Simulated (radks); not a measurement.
Q: Sm4+, 58 electrons, occupied as [Xe] 4f4 (the NIST ground configuration). Calculated with a radial shooting solver on a logarithmic mesh with Libxc functionals: scalar-relativistic Kohn-Sham, exchange-only LDA, spin-polarised, spherical densities, point nucleus; open shells are filled with parallel spins first (spin-orbit coupling, left out, can overturn this in heavy ions). Some entries of the table are withheld. Estimate them.

orbital  occ.  eigenvalue (eV)  <1/r> (bohr^-1)
1s down     1        -46682.91            68.77
1s up       1        -46682.91            68.77
2s up       1        -7671.561            15.92
2s down     1        -7671.507            15.92
2p up       3        -6851.470            14.94
2p down     3        -6851.433            14.94
3s up       1        -1722.097            5.818
3s down     1        -1720.443            5.822
3p up       3        -1465.752            5.487
3p down     3        -1464.112            5.491
3d up       5        -1117.641            5.209
3d down     5        -1116.358            5.213
4s up       1        -383.9613            2.458
4s down     1        -380.0367            2.457
4p up       3        -299.3128            2.265
4p down     3        -295.4111            2.264
4d up       5        -180.4213            1.996
4d down     5        -176.5815            1.994
5s up       1         -86.5366           0.9962
5s down     1         -84.4859           0.9838
5p up       3              (1)              (2)
5p down     3              (3)              (4)
4f up       4         -51.7927            1.508
4f down     0         -48.2935            1.490

A: 
(1) 5p up eigenvalue (eV): -64.1830
(2) 5p up <1/r> (bohr^-1): 0.8656
(3) 5p down eigenvalue (eV): -62.6021
(4) 5p down <1/r> (bohr^-1): 0.8518
